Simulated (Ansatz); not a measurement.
# Molecular dynamics of H6C2O

The input (input.yaml):

```yaml
accuracy: low
crystal:
  lattice:
    - [7.293633, 0.0, 0.0]
    - [0.0, 7.293633, 0.0]
    - [0.0, 0.0, 7.293633]
  atoms:
    - { symbol: C, position: [0.53027301, 0.71819974, 0.10066524] }
    - { symbol: C, position: [0.36746022, 0.59178214, 0.07603159] }
    - { symbol: O, position: [0.41294363, 0.41266349, 0.14664763] }
    - { symbol: H, position: [0.30020987, 0.33752408, 0.15315181] }
    - { symbol: H, position: [0.24636103, 0.64808973, 0.14895641] }
    - { symbol: H, position: [0.33248686, 0.58106174, -0.0717849] }
    - { symbol: H, position: [0.5054974, 0.84911157, 0.02924743] }
    - { symbol: H, position: [0.55592072, 0.7485346, 0.24630883] }
    - { symbol: H, position: [0.65530976, 0.65561898, 0.04255174] }
    - { symbol: C, position: [0.83622468, 0.64764517, 0.51474983] }
    - { symbol: C, position: [0.95596902, 0.80751936, 0.57283681] }
    - { symbol: O, position: [0.9619855, 0.94538291, 0.42834201] }
    - { symbol: H, position: [0.94128136, 1.06304154, 0.48647333] }
    - { symbol: H, position: [0.90152574, 0.87092597, 0.69917839] }
    - { symbol: H, position: [1.09717101, 0.76129509, 0.60175981] }
    - { symbol: H, position: [0.83952531, 0.53897866, 0.61919143] }
    - { symbol: H, position: [0.69286253, 0.69045755, 0.49791139] }
    - { symbol: H, position: [0.88326094, 0.58881602, 0.38369248] }
    - { symbol: C, position: [0.47913048, 0.14939415, 0.52845934] }
    - { symbol: C, position: [0.45482575, 0.13290238, 0.73445095] }
    - { symbol: O, position: [0.55105997, 0.27947086, 0.82005141] }
    - { symbol: H, position: [0.50388768, 0.3020199, 0.94471717] }
    - { symbol: H, position: [0.30813468, 0.13635384, 0.77214346] }
    - { symbol: H, position: [0.50924696, -0.00106859, 0.78165228] }
    - { symbol: H, position: [0.41073331, 0.0357506, 0.45662369] }
    - { symbol: H, position: [0.42396917, 0.27974271, 0.47716102] }
    - { symbol: H, position: [0.62525794, 0.14514891, 0.49178105] }
    - { symbol: C, position: [0.96894081, 0.35301858, -0.07299209] }
    - { symbol: C, position: [0.94897625, 0.22226923, 0.0865879] }
    - { symbol: O, position: [1.1284949, 0.15914413, 0.14239552] }
    - { symbol: H, position: [1.11028458, 0.06316306, 0.2346655] }
    - { symbol: H, position: [0.87997569, 0.29224051, 0.20283527] }
    - { symbol: H, position: [0.86316416, 0.10407588, 0.04768081] }
    - { symbol: H, position: [0.83147309, 0.39625388, -0.11811118] }
    - { symbol: H, position: [1.04977229, 0.47445584, -0.03512307] }
    - { symbol: H, position: [1.03629842, 0.2850881, -0.1907599] }
basis:
  ecutwfc: 420.0
kpoints:
  mp_grid: { grid: [1, 1, 1] }
hamiltonian:
  xc: pbe
  dispersion: d3bj
scf:
  occupations: { method: fermi_dirac, width: 0.02 }
  lower_state_search: "off"
md:
  timestep: 0.5
  n_steps: 300
  ensemble: nvt_langevin
  temperature: 1000.0
  initial_velocities: maxwell_boltzmann
  seed: 269160
  friction: 0.02
```

Run as:

```bash
$ ansatz run input.yaml --threads 1 --pin off --max-ram 3072MiB --backend cpu --events-out ev --progress --plain --runs-dir out
```

It starts from a partly relaxed structure (largest force component 0.25 eV/Å).

Output, in part (step lines):

```
md step     0: t =     0.00 fs  T =   972.2 K  F+E_penalty+E_count = -4663.00756153 eV  E_kin = 4.524100 eV  (9 SCF iters)
[... lines left out ...]
```

The steps, from the saved trajectory:

```json
{"time (fs)": "0.0", "T (K)": "972", "potential energy less start (eV)": "0.000"}
{"time (fs)": "5.0", "T (K)": "660", "potential energy less start (eV)": "1.522"}
{"time (fs)": "10.0", "T (K)": "562", "potential energy less start (eV)": "2.159"}
{"time (fs)": "15.0", "T (K)": "533", "potential energy less start (eV)": "2.506"}
{"time (fs)": "20.0", "T (K)": "621", "potential energy less start (eV)": "2.606"}
{"time (fs)": "25.0", "T (K)": "770", "potential energy less start (eV)": "2.275"}
{"time (fs)": "30.0", "T (K)": "661", "potential energy less start (eV)": "2.843"}
{"time (fs)": "35.0", "T (K)": "718", "potential energy less start (eV)": "3.018"}
{"time (fs)": "40.0", "T (K)": "836", "potential energy less start (eV)": "2.648"}
{"time (fs)": "45.0", "T (K)": "695", "potential energy less start (eV)": "3.689"}
{"time (fs)": "50.0", "T (K)": "903", "potential energy less start (eV)": "3.719"}
{"time (fs)": "55.0", "T (K)": "770", "potential energy less start (eV)": "4.401"}
{"time (fs)": "60.0", "T (K)": "817", "potential energy less start (eV)": "4.479"}
{"time (fs)": "65.0", "T (K)": "944", "potential energy less start (eV)": "4.187"}
{"time (fs)": "70.0", "T (K)": "766", "potential energy less start (eV)": "5.291"}
{"time (fs)": "75.0", "T (K)": "943", "potential energy less start (eV)": "4.632"}
{"time (fs)": "80.0", "T (K)": "1049", "potential energy less start (eV)": "4.952"}
{"time (fs)": "85.0", "T (K)": "944", "potential energy less start (eV)": "5.219"}
{"time (fs)": "90.0", "T (K)": "888", "potential energy less start (eV)": "4.987"}
{"time (fs)": "95.0", "T (K)": "1001", "potential energy less start (eV)": "4.234"}
{"time (fs)": "100.0", "T (K)": "1068", "potential energy less start (eV)": "3.693"}
{"time (fs)": "105.0", "T (K)": "1040", "potential energy less start (eV)": "3.344"}
{"time (fs)": "110.0", "T (K)": "1149", "potential energy less start (eV)": "3.273"}
{"time (fs)": "115.0", "T (K)": "1084", "potential energy less start (eV)": "3.339"}
{"time (fs)": "120.0", "T (K)": "889", "potential energy less start (eV)": "4.086"}
{"time (fs)": "125.0", "T (K)": "819", "potential energy less start (eV)": "4.068"}
{"time (fs)": "130.0", "T (K)": "774", "potential energy less start (eV)": "3.542"}
{"time (fs)": "135.0", "T (K)": "839", "potential energy less start (eV)": "3.264"}
{"time (fs)": "140.0", "T (K)": "722", "potential energy less start (eV)": "3.665"}
{"time (fs)": "145.0", "T (K)": "907", "potential energy less start (eV)": "2.933"}
{"time (fs)": "150.0", "T (K)": "799", "potential energy less start (eV)": "3.669"}
```

The run went to its last step. A run of 0.15 ps of so small a system gives no equilibrium averages. Limits of this set-up: coarse k mesh, low accuracy level.

Mean squared displacements from the first frame to the last, about the centre of mass: C 0.48 Å², O 0.60 Å², H 1.73 Å².

Last frame:

```xyz
36
Lattice="7.2936 0.0000 0.0000 0.0000 7.2936 0.0000 0.0000 0.0000 7.2936" Properties=species:S:1:pos:R:3
C 3.486 5.617 -0.227
C 3.128 4.618 0.795
O 3.502 3.300 0.759
H 2.685 2.791 1.019
H 3.729 5.107 1.601
H 1.972 4.679 0.992
H 3.093 6.592 0.132
H 4.649 5.669 0.024
H 3.410 5.340 -1.298
C 5.264 5.166 3.318
C 6.632 5.463 3.911
O 6.895 6.889 4.173
H 6.510 7.071 5.059
H 6.796 5.038 4.995
H 7.290 5.046 3.230
H 5.138 4.063 3.485
H 4.597 5.614 4.101
H 5.415 5.569 2.293
C 2.565 0.951 3.646
C 2.712 0.981 5.099
O 3.503 2.028 5.675
H 2.819 2.691 5.896
H 1.596 0.795 5.506
H 3.127 0.070 5.499
H 2.103 -0.031 3.397
H 1.811 1.742 3.298
H 3.535 0.930 3.255
C 7.383 2.471 -0.505
C 6.895 2.110 0.848
O 7.643 1.039 1.444
H 7.560 0.991 2.422
H 6.874 3.001 1.374
H 5.863 1.787 0.782
H 7.066 1.639 -1.117
H 6.737 3.359 -0.815
H 8.410 2.902 -0.602
```

The run took 6.3 min on 1 thread of AMD EPYC 9B14 (Zen 4), on a shared host, peak memory 0.51 GiB.
